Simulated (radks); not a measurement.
Task: All-electron atom: Ti XVII in [He] 2s1 2p2 3d1 (not the ground configuration). Method: scalar-relativistic Kohn-Sham, AM05, spin-polarised, spherical densities, finite nucleus; open shells are filled with parallel spins first; Fermi nuclear charge, rms radius 3.5921 fm; computed with a radial shooting solver on a logarithmic mesh with Libxc functionals. Some entries of the table are withheld. Estimate them.

| orbital | occ. | eigenvalue (hartree) | <r> (bohr) | r(max) (bohr) |
|---|---|---|---|---|
| 1s up | 1 | -209.0008 | 0.06935 | 0.04554 |
| 1s down | 1 | -208.4603 | 0.06919 | 0.04551 |
| 2s up | 1 | -43.54848 | 0.2963 | 0.2538 |
| 2p up | 2 | -41.30647 | 0.2559 | 0.2018 |
| 3s up | 0 | -17.47744 | 0.7077 | 0.6736 |
| 3p up | 0 | -16.76497 | (1) | 0.6411 |
| 3d up | 1 | -16.01084 | 0.5871 | 0.4986 |

Result: 
(1) 3p up <r> (bohr): 0.6783
